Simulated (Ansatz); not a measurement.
System: BF₂, charge -1, multiplicity 1. 
Geometry from a B3LYP-D3(BJ)/def2-TZVP (Ansatz, a first-principles code) optimisation:
```
B
F 1 1.3890
F 1 1.3890 2 105.20
```
Charge -1, spin multiplicity 1.

Basis-set convergence of Hartree-Fock and CCSD correlation energies (hartree) with Ansatz. Cores are frozen in the correlated levels unless marked. No spin-orbit coupling. Non-relativistic.

The Hartree-Fock reference is unstable (checked in the largest basis), which strains HF and MP2. 

| basis | functions | E(HF) | E(corr, CCSD) |
|---|---|---|---|
| aug-cc-pVDZ | 69 | -223.63324 | -0.51242 |
| aug-cc-pVTZ | 138 | -223.70159 | -0.63007 |
| aug-cc-pVQZ | 240 | -223.71745 | -0.67226 |

Extrapolating the two largest sets (X = 3 and 4) as X^-3: E(corr) = (64·(-0.67226) - 27·(-0.63007))/37 = -0.7030 Eh, an estimate of the basis-set limit. The largest set recovers 95.6 % of it, the smallest 72.9 %.
